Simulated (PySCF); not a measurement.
A geometry optimisation on `CC(=O)C[O][GeH3]`.

Computed with PBE0-D3(BJ)/def2-SVP geometry optimisation, gas phase (PySCF 2.14.0). Start geometry: GFN2-xTB. The input is one job of a driver script: a line of settings, then coordinates in Å.

Input:
```
{"job": {"xc": "PBE0", "basis": "def2-SVP", "d3": "d3bj", "grid": 1, "kind": "geom"}, "charge": 0, "multiplicity": 1}
C     -2.242211     0.583826    -0.116765
C     -0.753536     0.557361     0.075802
O     -0.152232     1.390989     0.706469
C     -0.017581    -0.589624    -0.578329
O      1.354303    -0.549437    -0.398362
Ge     2.324932     0.637157     0.513053
H     -2.677776    -0.364886     0.187161
H     -2.468891     0.733694    -1.170499
H     -2.679314     1.392859     0.462553
H     -0.247493    -0.578355    -1.653953
H     -0.416581    -1.528246    -0.165569
H      2.044198     0.618704     1.985616
H      3.634287    -0.036231     0.217363
H      2.297218     2.011741    -0.086706
```

Output:
```
step   0  E = -2345.55964435  max force = 0.019789
step   1  E = -2345.56261045  max force = 0.010115
step   2  E = -2345.56311687  max force = 0.002788
step   3  E = -2345.56313046  max force = 0.001447
step   4  E = -2345.56316419  max force = 0.000582
step   5  E = -2345.56316252  max force = 0.001034
step   6  E = -2345.56316878  max force = 0.000297
optimisation converged
```

Energies in Eh; «max force» is the largest Cartesian gradient component in Eh/bohr.

Task: How much energy does the optimisation release, in kcal/mol?

Result: E(step 0) − E(last step) = 0.003524 Eh, which is 2.2 kcal/mol.

Task: Give the first gradient maximum in eV/Å.

Result: With 1 Eh/bohr = 51.422 eV/Å, 1.018 eV/Å.

Summary of the converged run: final energy -2345.56317 Eh after 6 steps; dipole 3.11 D.

Task: How long does this job take on one thread of an x86-64 server, no GPU, on a shared host?

Result: About 62 s.
Labels such as C1 count atoms from 1, the log's own numbers from 0.
